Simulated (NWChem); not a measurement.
Species: GaN3H6; SMILES [NH2][Ga]([NH2])[NH2]

```xyz
10

Ga    -0.0009     0.0000    -0.0044
N     -0.8884     1.5901     0.0447
H     -1.8723     1.6533    -0.1855
H     -0.4176     2.4588    -0.1765
N      1.8222    -0.0237    -0.0315
H      2.3302    -0.8607     0.2277
H      2.3516     0.7999     0.2277
N     -0.9292    -1.5666     0.0447
H     -0.4810    -2.4472    -0.1765
H     -1.9145    -1.6043    -0.1854
```
Atoms are numbered in this order, from 1.

Program: NWChem. Geometry: optimised at PBE0/def2-SVP. Ions are spin-unrestricted doublets at the neutral geometry; other ion states weren't tried.

Question: Predict the results for B3LYP/def2-SVP. Quantities: −ε(HOMO) (eV).

Answer: The −ε(HOMO) (eV) is 6.08.
